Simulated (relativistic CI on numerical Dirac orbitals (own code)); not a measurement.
# Level scheme of I²⁰⁺

Calculated at this level of theory: Dirac-Coulomb-Breit CI, KLI orbitals optimised for each configuration, QED by a radiative potential, unscaled Slater integrals (own radial code, finite nucleus).

CI space (outside the closed core [Ar] 3d10): 4s2 4p3, 4s 4p4, 4s2 4p2 4d, 4p5, 4s 4p3 4d, 4s2 4p2 4f, 4s 4p3 4f, 4p4 4d, 4s 4p2 4d2, 4s2 4p 4d 4f, 4p4 4f, 4s2 4p2 5s, 4s2 4p 4d2, 4s2 4d3, 4s 4p 4d3, 4s2 4d2 4f, 4s 4p 4d2 4f, 4s2 4d2 5s, 4p3 4d2, 4p2 4d3, 4p2 4d2 4f, 4p2 4d2 5s. Double excitations out of closed p, d and f shells are left out; levels of such configurations are missing from the list, as are those of other unlisted configurations, and high levels can miss mixing partners.

The lowest level is 4s2 4p3 4S°_3/2, with 44 % of that term; Hund's rules for 4s2 4p3 give 4S° with J = 3/2, in agreement.

| No. | Configuration | Term | J | E (cm⁻¹) | % | Next component (%) | Landé g |
| --- | --- | --- | --- | --- | --- | --- | --- |
| 1 | 4s2 4p3 | 4S° | 3/2 | 0 | 44 | 35 2P° | 1.529 |
| 2 | 4s2 4p3 | 2D° | 3/2 | 94279 | 52 | 42 4S° | 1.340 |
| 3 | 4s2 4p3 | 2D° | 5/2 | 118978 | 98 | 1 4s 4p3 4d 2D° | 1.199 |
| 4 | 4s2 4p3 | 2P° | 1/2 | 153437 | 98 | 1 4s2 4p 4d2 2P° | 0.664 |
| 5 | 4s2 4p3 | 2P° | 3/2 | 247932 | 59 | 27 2D° | 1.262 |
| 6 | 4s 4p4 | 4P | 5/2 | 476264 | 80 | 12 2D | 1.543 |
| 7 | 4s 4p4 | 4P | 3/2 | 534339 | 57 | 20 2D | 1.454 |
| 8 | 4s 4p4 | 4P | 1/2 | 540661 | 62 | 29 2S | 2.440 |
| 9 | 4s 4p4 | 2D | 3/2 | 602333 | 40 | 33 4P | 1.186 |
| 10 | 4s 4p4 | 2D | 5/2 | 632242 | 71 | 13 4P | 1.252 |
| 11 | 4s2 4p2 4d | 4F | 3/2 | 662761 | 42 | 18 2D | 0.746 |
| 12 | 4s 4p4 | 2P | 1/2 | 677310 | 35 | 26 2S | 1.450 |
| 13 | 4s 4p4 | 2P | 3/2 | 690384 | 45 | 20 4s2 4p2 4d 2P | 1.085 |
| 14 | 4s2 4p2 4d | 4F | 5/2 | 697229 | 40 | 29 4D | 1.162 |
| 15 | 4s2 4p2 4d | 2F | 5/2 | 745395 | 59 | 34 4F | 0.942 |
| 16 | 4s2 4p2 4d | 4D | 1/2 | 752901 | 76 | 10 2P | 0.342 |
| 17 | 4s2 4p2 4d | 4F | 7/2 | 761112 | 71 | 17 2G | 1.174 |
| 18 | 4s2 4p2 4d | 4D | 3/2 | 767147 | 54 | 21 4F | 1.046 |
| 19 | 4s2 4p2 4d | 4D | 7/2 | 767815 | 48 | 40 2F | 1.271 |
| 20 | 4s2 4p2 4d | 4F | 9/2 | 790254 | 60 | 39 2G | 1.245 |
| 21 | 4s 4p4 | 2P | 1/2 | 800121 | 33 | 25 2S | 1.143 |
| 22 | 4s2 4p2 4d | 4D | 5/2 | 801092 | 36 | 28 2F | 1.189 |
| 23 | 4s2 4p2 4d | 2P | 3/2 | 817496 | 44 | 19 4s 4p4 2P | 1.212 |
| 24 | 4s2 4p2 4d | 2G | 7/2 | 839805 | 58 | 16 4F | 1.040 |
| 25 | 4s2 4p2 4d | 4P | 5/2 | 845703 | 52 | 22 2D | 1.434 |
| 26 | 4s2 4p2 4d | 4P | 3/2 | 852613 | 43 | 33 2P | 1.435 |
| 27 | 4s2 4p2 4d | 4P | 1/2 | 854256 | 44 | 25 2S | 2.011 |
| 28 | 4s2 4p2 4d | 2D | 3/2 | 875321 | 72 | 10 4P | 0.914 |
| 29 | 4s2 4p2 4d | 2F | 7/2 | 891643 | 49 | 35 4D | 1.225 |
| 30 | 4s2 4p2 4d | 2D | 5/2 | 894493 | 63 | 29 2F | 1.103 |
| 31 | 4s2 4p2 4d | 2P | 1/2 | 904170 | 54 | 19 4s 4p4 2P | 0.995 |
| 32 | 4s2 4p2 4d | 2G | 9/2 | 904257 | 59 | 38 4F | 1.197 |
| 33 | 4s2 4p2 4d | 2P | 1/2 | 927693 | 68 | 16 4P | 1.063 |
| 34 | 4s2 4p2 4d | 2D | 3/2 | 941527 | 50 | 22 4P | 1.089 |
| 35 | 4s2 4p2 4d | 2D | 5/2 | 948814 | 36 | 29 2F | 1.175 |
| 36 | 4s2 4p2 4d | 2D | 5/2 | 970483 | 85 | 9 4D | 1.204 |
| 37 | 4s2 4p2 4d | 2F | 7/2 | 979735 | 86 | 8 2G | 1.125 |
| 38 | 4s2 4p2 4d | 2P | 3/2 | 992598 | 54 | 31 2D | 1.158 |
| 39 | 4s2 4p2 4d | 2S | 1/2 | 997405 | 44 | 21 4P | 1.884 |
| 40 | 4s2 4p2 4d | 2D | 3/2 | 1029874 | 77 | 14 2P | 0.926 |
| 41 | 4s2 4p2 4d | 2D | 5/2 | 1044957 | 55 | 35 2F | 1.098 |
| 42 | 4p5 | 2P° | 3/2 | 1071355 | 70 | 26 4s 4p3 4d 2P° | 1.333 |
| 43 | 4s 4p3 4d | 6D° | 1/2 | 1102719 | 79 | 16 4P° | 3.113 |
| 44 | 4s 4p3 4d | 6D° | 5/2 | 1104818 | 68 | 14 4D° | 1.522 |
| 45 | 4s 4p3 4d | 6D° | 3/2 | 1105515 | 77 | 9 4P° | 1.729 |
| 46 | 4s 4p3 4d | 6D° | 7/2 | 1108189 | 67 | 15 4D° | 1.492 |
| 47 | 4s 4p3 4d | 6D° | 9/2 | 1121747 | 76 | 20 4F° | 1.494 |
| 48 | 4s 4p3 4d | 4F° | 3/2 | 1155478 | 50 | 24 4D° | 0.762 |
| 49 | 4s 4p3 4d | 4D° | 5/2 | 1164199 | 40 | 18 4F° | 1.311 |
| 50 | 4p5 | 2P° | 1/2 | 1177567 | 63 | 31 4s 4p3 4d 2P° | 0.666 |
| 51 | 4s 4p3 4d | 4D° | 7/2 | 1198515 | 41 | 21 6D° | 1.331 |
| 52 | 4s 4p3 4d | 4G° | 5/2 | 1202240 | 51 | 13 4F° | 0.814 |
| 53 | 4s 4p3 4d | 4D° | 3/2 | 1207916 | 57 | 26 4F° | 1.022 |
| 54 | 4s 4p3 4d | 4D° | 1/2 | 1209668 | 84 | 5 2P° | 0.210 |
| 55 | 4s 4p3 4d | 4F° | 5/2 | 1216053 | 53 | 24 4D° | 1.118 |
| 56 | 4s 4p3 4d | 4G° | 7/2 | 1221778 | 39 | 30 4D° | 1.177 |
| 57 | 4s 4p3 4d | 4D° | 1/2 | 1225132 | 30 | 30 2S° | 1.471 |
| 58 | 4s 4p3 4d | 4F° | 7/2 | 1228417 | 72 | 7 4D° | 1.247 |
| 59 | 4s 4p3 4d | 4G° | 9/2 | 1242538 | 59 | 21 4F° | 1.254 |
| 60 | 4s 4p3 4d | 4D° | 1/2 | 1245362 | 57 | 18 2S° | 0.829 |
| 61 | 4s 4p3 4d | 4F° | 9/2 | 1256846 | 84 | 4 2G° | 1.319 |
| 62 | 4s 4p3 4d | 2G° | 7/2 | 1259784 | 47 | 20 4D° | 1.071 |
| 63 | 4s 4p3 4d | 4D° | 3/2 | 1265682 | 65 | 7 4P° | 1.195 |
| 64 | 4s 4p3 4d | 2D° | 5/2 | 1266801 | 25 | 20 2F° | 1.157 |
| 65 | 4s 4p3 4d | 4P° | 3/2 | 1271194 | 37 | 18 2D° | 1.460 |
| 66 | 4s 4p3 4d | 4G° | 11/2 | 1278279 | 95 | 3 4s2 4p2 4f 4G° | 1.272 |
| 67 | 4s 4p3 4d | 2G° | 9/2 | 1286000 | 66 | 13 4G° | 1.154 |
| 68 | 4s 4p3 4d | 4P° | 5/2 | 1308794 | 48 | 17 2D° | 1.400 |
| 69 | 4s 4p3 4d | 4P° | 1/2 | 1309165 | 44 | 20 2S° | 1.907 |
| 70 | 4s 4p3 4d | 4F° | 3/2 | 1310816 | 64 | 18 2D° | 0.610 |

Energies count from the lowest computed level; ° marks odd parity.

The mean weight of the leading LS term, summed over parents, in these 70 levels is 58 %, and that of the leading jj configuration (from the same eigenvectors) 62 %.

At this charge energies of transitions that change n are usually good to better than 1 %, and those within a shell (Δn = 0) to a few per cent.

LS names give the leading component of a level, which can be under half, so a name can repeat, a term be missing and a line seem to break the LS rules.
